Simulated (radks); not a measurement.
Neutral antimony inside a hard spherical wall (all orbitals vanish at R), configuration held at [Kr] 4d10 5s2 5p3 and not refilled when levels cross. All-electron calculation, scalar-relativistic Kohn-Sham, PBE, spin-polarised, spherical densities, point nucleus; open shells are filled with parallel spins first (spin-orbit coupling, left out, can overturn this in heavy ions). Program: a radial shooting solver on a logarithmic mesh with Libxc functionals. Eigenvalues in eV for spin up, with the zero of energy where the potential of the charges vanishes at infinity; a dash marks a level that is unbound or too diffuse for the functional's potential to be trusted. A positive occupied level is held by the wall or, in an anion where self-interaction has pushed it up, behind a barrier. The pressure on the wall is -dE/dV.

| R (bohr) | E (hartree) | kinetic (hartree) | e(4p) | e(4d) | e(5s) | e(5p) | e(6s, empty) | e(5d, empty) | pressure (GPa) |
|---|---|---|---|---|---|---|---|---|---|
| free | -6481.50365 | 6779.081 | -101.56 | -33.346 | -13.427 | -5.467 | - | - | 0 |
| 20 | -6481.50365 | 6779.081 | -101.56 | -33.346 | -13.427 | -5.467 | - | - | < 0.0001 |
| 7 | -6481.49267 | 6779.163 | -101.07 | -32.864 | -13.059 | -5.072 | 3.020 | 3.352 | 0.647 |
| 6 | -6481.46548 | 6779.328 | -100.33 | -32.143 | -12.524 | -4.434 | 6.323 | 5.099 | 3.13 |
| 5 | -6481.36534 | 6779.850 | -98.553 | -30.418 | -11.192 | -2.726 | 13.649 | 8.757 | 17.1 |
| 4 | -6480.96330 | 6781.614 | -94.340 | -26.383 | -7.506 | 2.176 | 31.804 | 17.579 | 112 |
| 3.5 | -6480.38258 | 6783.904 | -90.354 | -22.613 | -3.216 | 7.824 | 50.799 | 26.774 | 323 |
| 2.5 | -6475.55966 | 6801.406 | -71.790 | -4.782 | 25.263 | 43.228 | 152.28 | 76.452 | 4200 |
| 2 | -6464.84002 | 6838.244 | -46.709 | 21.317 | 79.061 | 105.56 | 302.72 | 151.52 | 22000 |
